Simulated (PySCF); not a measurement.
PySCF 2.14 output of an unrestricted LDA calculation on a single atom or ion in cc-pVDZ-X2C, with the spin-free X2C one-electron Hamiltonian (Gaussian nucleus):

```
SCF conv_tol = 1e-09
number electrons alpha = 29  beta = 27
    P. A. M. Dirac.,  Math. Proc. Cambridge Philos. Soc. 26, 376 (1930)
    F. Bloch.,  Z. Phys. 57, 545 (1929)
    S. H. Vosko, L. Wilk, and M. Nusair.,  Can. J. Phys. 58, 1200 (1980)
cycle= 1 E= -8851.69505647866  delta_E= -0.0132  |g|= 0.0548  |ddm|= 0.469
cycle= 2 E= -8851.69527079469  delta_E= -0.000214  |g|= 0.0378  |ddm|= 0.0906
cycle= 3 E= -8851.69553795753  delta_E= -0.000267  |g|= 0.00878  |ddm|= 0.0609
cycle= 4 E= -8851.69555793624  delta_E= -2e-05  |g|= 0.000321  |ddm|= 0.0144
cycle= 5 E= -8851.6955579694  delta_E= -3.32e-08  |g|= 1.4e-05  |ddm|= 0.000535
cycle= 6 E= -8851.69555796948  delta_E= -8.19e-11  |g|= 1.87e-06  |ddm|= 3.49e-05
converged SCF energy = -8851.69555796948  <S^2> = 2.0005608  2S+1 = 3.0003738
```

The run itself started from symmetry-adapted Hartree-Fock orbitals and held the occupation by maximum overlap, on a logarithmic radial grid, so the iterations belong to that start.

**Question.** Which element, charge and spin multiplicity is this?

**Answer.** Ce²⁺ (cerium, charge +2), multiplicity 3; the state was [Xe] 4f2, one real determinant.

⟨L²⟩ = 24.00 against 30 for a pure H term, so this real determinant mixes terms. Spin-orbit coupling, absent here, splits the open shell strongly.
